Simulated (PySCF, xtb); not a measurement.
C3H7BN2, SMILES NB(N)C=C=C. The values are those of a single conformer.

Harmonic wavenumbers (cm⁻¹) from GFN2-xTB run with xtb 6.7.1 at its own minimum, in rising order: 52, 109, 294, 316, 331, 338, 352, 444, 467, 500, 506, 583, 751, 808, 832, 871, 882, 968, 1116, 1226, 1309, 1391, 1433, 1534, 1541, 2071, 3000, 3064, 3067, 3514, 3517, 3558, 3563.

Question: What does PBE0-D3(BJ)/def2-SVP run with PySCF 2.14.0 give at its own minimum? (The exact figures need the calculation; the answer reports its results.)

Answer: 50, 120, 298, 328, 329, 353, 368, 404, 439, 546, 582, 664, 784, 837, 860, 891, 924, 988, 1084, 1225, 1353, 1422, 1459, 1593, 1609, 2070, 3141, 3146, 3237, 3650, 3657, 3759, 3764. Paired by order, the mean absolute difference is 56 cm⁻¹ and the zero-point energies are 63.3 and 65.7 kcal/mol.
